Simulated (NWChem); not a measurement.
System: AlH3, triplet; SMILES of the neutral closed-shell parent [AlH3]

```xyz
4

Al    -0.1312    -0.1821     0.0000
H      0.1836     1.5828    -0.4292
H      1.3391    -0.7981     0.0000
H      0.1836     1.5828     0.4292
```
Atoms are numbered in this order, from 1.

Results from NWChem. Spin-unrestricted. Geometry: optimised at PBE0/def2-SVP, spin-unrestricted. This spin state was assumed; another may lie lower. No stability test was run on the SCF state.

Question: Taking PBE/cc-pVQZ as the yardstick, which of these has the fewest basis functions while keeping “dipole (D)” within 0.05 D of it: PBE/aug-cc-pVDZ; PBE/cc-pVDZ; PBE/aug-cc-pVTZ; PBE/cc-pVTZ?

Answer: PBE/aug-cc-pVDZ.
```json
[
 {"level": "PBE/cc-pVDZ", "basis functions": "33", "dipole (D)": "0.91", "relative time (rough)": "1"},
 {"level": "PBE/aug-cc-pVDZ", "basis functions": "54", "dipole (D)": "0.77", "relative time (rough)": "2"},
 {"level": "PBE/cc-pVTZ", "basis functions": "76", "dipole (D)": "0.82", "relative time (rough)": "2"},
 {"level": "PBE/aug-cc-pVTZ", "basis functions": "119", "dipole (D)": "0.77", "relative time (rough)": "6"},
 {"level": "PBE/cc-pVQZ", "basis functions": "149", "dipole (D)": "0.80", "relative time (rough)": "10"}
]
```

The yardstick is one finite set, not the basis-set limit.
